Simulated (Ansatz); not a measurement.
Ge19H28, a nanocrystal cut from cubic germanium. The state is a triplet with charge 0. Geometry PBE-D4/def2-SVP, that of the neutral singlet; atoms count from 1.

```xyz
47

Ge    1.257    2.673   -3.027
Ge    3.178   -0.757   -2.685
Ge   -0.832    4.145    0.114
Ge    1.046    0.627    0.402
Ge   -0.945    2.150    3.517
Ge   -2.932    0.688    0.305
Ge    1.027   -1.368    3.868
Ge   -0.870   -0.766   -2.796
Ge   -0.984   -2.787    0.652
Ge    3.063   -2.802    0.808
Ge   -0.537    4.175   -2.314
Ge    1.130    0.430   -2.040
Ge    3.448   -2.935   -1.604
Ge   -2.912    0.413   -2.129
Ge   -0.943    1.891    1.077
Ge    1.015   -1.601    1.425
Ge   -0.773    0.040    4.741
Ge   -3.024   -1.570    1.253
Ge   -1.000   -2.996   -1.790
H     1.268    2.557   -4.581
H     2.619    3.295   -2.596
H     4.385    0.143   -2.284
H     3.216   -0.924   -4.234
H     0.383    4.871    0.765
H    -2.114    4.941    0.504
H     2.320    1.390    0.891
H     0.279    3.038    3.892
H    -2.229    2.917    3.956
H    -4.202    1.489    0.733
H     2.390   -0.727    4.268
H     0.965   -2.779    4.525
H    -0.822   -0.894   -4.352
H    -1.009   -4.207    1.300
H     4.261   -2.044    1.455
H     3.031   -4.234    1.421
H    -0.200    5.626   -2.770
H    -1.866    3.762   -3.005
H     4.892   -3.459   -1.864
H     2.458   -3.954   -2.233
H    -3.029    1.786   -2.850
H    -4.141   -0.451   -2.542
H    -2.122   -0.726    4.651
H    -0.501    0.342    6.246
H    -3.217   -1.525    2.795
H    -4.246   -2.317    0.639
H     0.161   -3.904   -2.283
H    -2.344   -3.658   -2.222
```

Single mean-field runs in def2-TZVP are fitted with def2-universal-jkfit. At PBE0-D4/def2-TZVP a singlet of charge 0 lies 4.54 eV below the triplet at the same geometry.

Problem. Estimate the Mulliken populations of the heavy atoms from the PBE0/def2-TZVP orbitals of Ansatz.

Solution. 
```csv
atom,charge (e),spin (α − β)
Ge1,0.01,0.24
Ge2,0.05,-0.01
Ge3,0.05,0.04
Ge4,0.08,0.35
Ge5,0.05,0.04
Ge6,-0.04,0.01
Ge7,0.01,0.24
Ge8,-0.04,0.00
Ge9,-0.04,0.00
Ge10,0.05,-0.01
Ge11,-0.07,0.01
Ge12,-0.30,0.35
Ge13,-0.06,0.04
Ge14,0.01,0.00
Ge15,-0.32,0.02
Ge16,-0.30,0.35
Ge17,-0.07,0.01
Ge18,0.01,0.00
Ge19,0.02,0.03
```
Mulliken values depend strongly on the basis.

Problem. Where does the spin sit?

Solution. Summed by element: Ge 1.72, H 0.28, of 2 unpaired in all. Largest on single atoms: Ge12 0.35, Ge16 0.35, Ge4 0.35.

Problem. And the Mayer bond orders between heavy atoms (over 0.3)?

Solution. Ge1–Ge11 0.87 (2.45 Å); Ge1–Ge12 0.61 (2.45 Å); Ge2–Ge12 0.87 (2.45 Å); Ge2–Ge13 0.84 (2.45 Å); Ge3–Ge11 0.84 (2.45 Å); Ge3–Ge15 0.83 (2.45 Å); Ge4–Ge12 0.67 (2.45 Å); Ge4–Ge15 0.88 (2.45 Å); Ge4–Ge16 0.67 (2.45 Å); Ge5–Ge15 0.83 (2.45 Å); Ge5–Ge17 0.84 (2.45 Å); Ge6–Ge14 0.85 (2.45 Å); Ge6–Ge15 0.85 (2.45 Å); Ge6–Ge18 0.85 (2.45 Å); Ge7–Ge16 0.61 (2.45 Å); Ge7–Ge17 0.87 (2.45 Å); Ge8–Ge12 0.87 (2.45 Å); Ge8–Ge14 0.85 (2.45 Å); Ge8–Ge19 0.84 (2.45 Å); Ge9–Ge16 0.87 (2.45 Å); Ge9–Ge18 0.85 (2.45 Å); Ge9–Ge19 0.84 (2.45 Å); Ge10–Ge13 0.84 (2.45 Å); Ge10–Ge16 0.87 (2.45 Å).
